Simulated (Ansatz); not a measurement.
A single point on C5H13B (`BCC(C)(C)C`).

```yaml
crystal:
  periodic: [false, false, false]
  atoms:
    - {symbol: B, position_ang: [1.502623, 0.329371, -1.729775]}
    - {symbol: C, position_ang: [1.031330, 0.647697, -0.287300]}
    - {symbol: C, position_ang: [-0.218508, -0.031530, 0.286488]}
    - {symbol: C, position_ang: [-0.021445, -1.544737, 0.303734]}
    - {symbol: C, position_ang: [-1.433163, 0.316078, -0.569565]}
    - {symbol: C, position_ang: [-0.452515, 0.460147, 1.712460]}
    - {symbol: H, position_ang: [0.938827, -0.440924, -2.455284]}
    - {symbol: H, position_ang: [2.482057, 0.877264, -2.152119]}
    - {symbol: H, position_ang: [0.925442, 1.744507, -0.229392]}
    - {symbol: H, position_ang: [1.897616, 0.462231, 0.370525]}
    - {symbol: H, position_ang: [0.144309, -1.934360, -0.704014]}
    - {symbol: H, position_ang: [-0.900685, -2.047695, 0.715797]}
    - {symbol: H, position_ang: [0.839992, -1.820985, 0.919256]}
    - {symbol: H, position_ang: [-1.302717, -0.025680, -1.599647]}
    - {symbol: H, position_ang: [-2.337072, -0.154868, -0.173381]}
    - {symbol: H, position_ang: [-1.601727, 1.397008, -0.590435]}
    - {symbol: H, position_ang: [-0.598397, 1.544082, 1.734521]}
    - {symbol: H, position_ang: [-1.339457, -0.006441, 2.150806]}
    - {symbol: H, position_ang: [0.401794, 0.224537, 2.353826]}
basis:
  gaussian: {orbitals: def2-TZVPP}
correlation: {method: mp2}
```

```sh
$ ansatz run in.yaml --threads 4 --pin off --events-out ev --progress --plain --max-ram 11315MiB
```

Output, abridged:

```
Functional definition: HF
2118 factors; integrals over basis functions are off by at most 1.1e-3 eV
mean field evaluation 1: about -6025.6337 eV, gradient 4.5e1 eV
mean field evaluation 2: about -6025.8742 eV, gradient 4.5e1 eV
mean field evaluation 4: about -6031.5186 eV, gradient 5.4e0 eV
mean field evaluation 8: about -6031.6148 eV, gradient 2.2e-1 eV
mean field -6031.61507729 eV, -221.6577657150 hartree, gradient 3.3e-6 eV, S^2 0.000000; 0 other end points of the search recorded, 0 dependent functions left out
6 core orbitals not correlated: weight in the atoms' cores, before any rotation towards them, 1.000 or more for the frozen orbitals, at most 0.000 for the correlated occupied ones
reference -6031.61507729 eV, -221.6577657150 hartree; 18, 18 occupied and 344, 344 virtual orbitals, 2118 factors
second order -27.00280978 eV of doubles, -0.00000000 eV of singles
Total energy: -6058.61788707 eV, -222.6501006712 hartree
```

Hardware: 4 threads of an Arm Neoverse V1 on a shared host. Wall time 8.5 s, peak host memory 1.5 GiB.
